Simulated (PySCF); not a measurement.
Au3 at several levels of theory

Computed with PySCF 2.14.0 (density fitting, no spin-orbit coupling) at the geometry relaxed with TPSS:

```xyz
3
Au3 (doublet)
Au    0.0000    0.0000    2.5975
Au    0.0000    0.0000    0.0000
Au    0.0000    0.0000   -2.5975
```

```csv
level,basis,state,HOMO (eV),gap (eV),charge on Au1 (e),dipole about the centre of mass (D),largest force component (eV/Å)
TPSS,Au def2-SVP with ECP60,doublet,-6.09,0.36,0.13,0.00,0.00
revPBE,the same,doublet,-6.08,0.33,0.12,0.00,0.27
wB97X,the same,doublet,-8.43,5.12,0.15,0.00,0.28
PBE,the same,doublet,-6.17,0.28,0.11,0.00,0.09
TPSS,Au def2-TZVP with ECP60,doublet,-6.10,0.35,0.18,0.00,0.18
TPSS,Au x2c-SVPall,doublet,-6.24,0.44,-0.12,0.00,0.37
```

HOMO and gap are taken over both spins. Charges are Mulliken's, which hang on the basis. The relaxation used the grid (50, 194), these runs (75, 302) or, all-electron (x2c bases, spin-free X2C Hamiltonian), (99, 590).

(1) What does r2SCAN with Au def2-SVP with ECP60 give here?

No frequency check is given that shows the relaxed geometry to be a minimum. Open shells may have lower solutions than the one found.

A gap near or under zero over both spins lies within a partly filled shell and is no excitation energy.

## Answers

(1) state doublet, HOMO (eV) -6.36, gap (eV) 0.65, charge on Au1 (e) 0.11, dipole about the centre of mass (D) 0.00, largest force component (eV/Å) 0.19. Time: 6.6 s on 2 threads of Intel(R) Xeon(R) Platinum 8488C (Sapphire Rapids), with other jobs on the host, from an already converged density.
